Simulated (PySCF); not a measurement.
**Br⁺: ionisation energy**

Br⁺ [Ar] 3d10 4s2 4p4 (3P) → Br²⁺ [Ar] 3d10 4s2 4p3 (4S), as a difference of total energies. Computed with PySCF 2.14 in aug-cc-pVDZ-DK, with scalar relativity by spin-free X2C-1e. Correlated levels: valence: [Ar] 3d10 frozen. The calculations carry no spin-orbit coupling.

```csv
method,ionisation energy (eV)
UHF,20.194
M06-2X,21.257
r2SCAN,21.430
MP2 (valence),20.644
SCS-MP2 (valence),20.657
CCSD (valence),20.677
CCSD(T) (valence),20.690
```

Question: How much does correlation contribute at CCSD(T) (valence)?

Answer: 20.690 − (20.194) = 0.496 eV, measured against UHF.

Errors of the correlated levels include the incompleteness of this basis and the frozen core.

For comparison: 21.409 eV (measured; NIST levels, between the centres of gravity of the two terms).
